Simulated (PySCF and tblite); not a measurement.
Results of a calculation; reference values are marked as such.
**Conformer ensemble of C9H14O, numbered as in [O:1]=[C:2]1[CH2:3][CH2:4][CH:5]([CH:6]2[CH2:7][CH2:8]2)[CH2:9][CH2:10]1**

Geometries GFN2-xTB; weights from PBE0-D3(BJ)/pcSseg-1 (IEF-PCM, acetonitrile) energies and GFN2-xTB thermal corrections, with symmetry numbers and mirror pairs. Conformers within 3 kcal/mol (GFN2-xTB free energy) were kept, 7 at most. GIAO shieldings: PBE0/pcSseg-1 (IEF-PCM, acetonitrile). Shifts are against TMS (¹H), TMS (¹³C) at the same level; of two unlike H on one atom, a is the less shielded. Codes: tblite and PySCF.

Torsions listed: C4–C5–C6–C7. The 6-ring runs over atoms 2–3–4–5–9–10. Of a mirror pair one member is shown.

```json
{"conformer": "1", "shape": "6-ring chair (all substituents equatorial); 154°", "symmetry": "Cs", "E(GFN2) kcal/mol": "0.00", "E(DFT) kcal/mol": "0.00", "G(298.15 K) kcal/mol": "0.00", "weight %": "73.0", "dipole D": "4.12"}
{"conformer": "2", "shape": "6-ring chair (C6 axial); 153°", "symmetry": "Cs", "E(GFN2) kcal/mol": "0.93", "E(DFT) kcal/mol": "0.52", "G(298.15 K) kcal/mol": "0.75", "weight %": "20.5", "dipole D": "4.17"}
{"conformer": "3", "shape": "6-ring chair (all substituents equatorial); 26°", "symmetry": "C1 (pair)", "E(GFN2) kcal/mol": "2.08", "E(DFT) kcal/mol": "1.80", "G(298.15 K) kcal/mol": "1.52", "weight %": "5.6", "dipole D": "4.16"}
{"conformer": "4", "shape": "6-ring twist-boat (ring torsions -63, 31, 29, -62, 30, 30°); 152°", "symmetry": "C1 (pair)", "E(GFN2) kcal/mol": "2.28", "E(DFT) kcal/mol": "3.16", "G(298.15 K) kcal/mol": "2.61", "weight %": "0.9", "dipole D": "4.03"}
```

Weights (%) against temperature:

```csv
T (K),1,2,3,4,S(mix) cal/mol/K
250,78.2,18.2,3.3,0.4,1.31
273.15,75.6,19.4,4.3,0.6,1.45
298.15,73.0,20.5,5.6,0.9,1.60
323.15,70.4,21.4,6.9,1.3,1.74
373.15,65.7,22.6,9.6,2.2,1.99
```

Averaged shifts at 298.15 K. ¹H: 2.49 (H3a/H10a, 2H), 2.38 (H3b/H10b, 2H), 2.18 (H4a/H9a, 2H), 1.72 (H4b/H9b, 2H), 0.78 (H5, 1H), 0.71 (H6, 1H), 0.52 (H7a/H8a, 2H), 0.22 (H7b/H8b, 2H) ppm. ¹³C: 224.3 (C2), 46.0 (C5), 45.7 (C3/C10), 38.0 (C4/C9), 19.1 (C6), 5.8 (C7/C8) ppm.

Coordinates of conformer 1 (Å):

```xyz
24

O     3.717    0.698    0.850
C     2.667    0.251    0.465
C     1.928    0.796   -0.735
C     0.478    1.127   -0.376
C    -0.233   -0.092    0.215
C    -1.674    0.234    0.544
C    -2.700   -0.858    0.582
C    -2.723    0.154   -0.523
C     0.518   -0.554    1.464
C     1.968   -0.910    1.133
H     1.943    0.031   -1.517
H     2.446    1.680   -1.109
H    -0.051    1.470   -1.268
H     0.464    1.940    0.353
H    -0.219   -0.901   -0.525
H    -1.779    1.029    1.274
H    -3.471   -0.817    1.335
H    -2.382   -1.861    0.342
H    -3.511    0.892   -0.531
H    -2.421   -0.166   -1.509
H     0.018   -1.422    1.900
H     0.504    0.246    2.209
H     1.986   -1.757    0.443
H     2.515   -1.189    2.036
```

Coordinates of conformer 2 (Å):

```xyz
24

O    -3.530    0.749   -0.698
C    -2.360    0.487   -0.578
C    -1.270    1.529   -0.655
C    -0.333    1.444    0.553
C     0.241    0.037    0.746
C     1.222   -0.331   -0.347
C     2.305   -1.328   -0.063
C     2.648    0.119   -0.242
C    -0.905   -0.974    0.855
C    -1.848   -0.915   -0.349
H    -1.724    2.520   -0.715
H    -0.704    1.359   -1.573
H    -0.891    1.725    1.449
H     0.481    2.160    0.428
H     0.789    0.026    1.696
H     0.802   -0.355   -1.344
H     2.585   -2.025   -0.838
H     2.365   -1.742    0.933
H     3.165    0.419   -1.141
H     2.940    0.681    0.632
H    -1.479   -0.761    1.760
H    -0.498   -1.983    0.946
H    -2.696   -1.587   -0.201
H    -1.317   -1.233   -1.249
```

Shifts are unscaled: against experiment ¹³C can be off by 15 ppm or more and ¹H by 0.8 ppm.

Search and properties took 4.1 min on 1 thread of Arm Neoverse V1, on a host shared with other jobs (rough), launched as `OMP_NUM_THREADS=1 python ens_run.py task.json out`.
